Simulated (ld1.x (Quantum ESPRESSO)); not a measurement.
Before and after: TM semilocal potential for caesium (Cs)

caesium, norm-conserving Troullier–Martins (semilocal form), made with ld1.x (Quantum ESPRESSO) 7.5 (LDA (PZ), scalar-relativistic). Core [Xe], reference 5d0 6s0.5 6p0 (charge +0.5). Waves: 6s (bound): rc 4.00 bohr; 6p (bound, empty): rc 3.35 bohr; 5d (bound, empty): rc 3.65 bohr. Local part: the d channel. Core correction: Bessel-smoothed model core inside 1.65 bohr.

Change: all radii but the core radius scaled by about 1.36 (s 5.42, p 4.54, d 4.96 bohr).

Cutoffs: the cutoffs (Ry, on a coarse ladder) from which the occupation-weighted sum of valence levels, in a spherical-Bessel basis at the reference potential, stays within 10 and 1 mRy of its value at 400 Ry; they do not see the model core or the augmentation charge, which bear on the density cutoff. Errors are all-electron minus pseudo energies relative to the spin-unpolarised reference configuration.

Q: How do hardness, ghosts and transferability respond?

A: Both files are so soft that the ladder of cutoffs tells neither apart; the bound ghost in p disappears; of the 6 tests that both files solve, the error grows in 3 and shrinks in 2 by more than 15 % and 0.3 meV (median size 2.8 → 3.8 meV). A semilocal file is local in each channel, so a ghost entry of none says nothing of the separable form that plane-wave codes build from it.

```tsv
quantity	base	changed
cutoff, loose	6 Ry	6 Ry
cutoff, tight	6 Ry	6 Ry
bound ghosts	p	none
error for 5d0 6s1 6p0, meV [ΔE -1.55 eV]	-2.8	-2.8
error for 5d0 6s0 6p1, meV [ΔE -0.08 eV]	+0.7	-3.5
error for 5d1 6s0 6p0, meV [ΔE 0.17 eV]	-12	-6.6
error for 5d0.5 6s0.5 6p0, meV [ΔE -0.69 eV]	-6.6	-4.8
error for 5d0 6s0.5 6p0 (spin-polarised), meV [ΔE -0.04 eV]	-0.3	-1.0
error for 5d0 6s1 6p0 (spin-polarised), meV [ΔE -1.66 eV]	-2.7	-4.1
```

 A true bound ghost makes a file unfit for plane-wave use even where its test errors are small: the radial tests pick states by their node count and pass the ghost by.
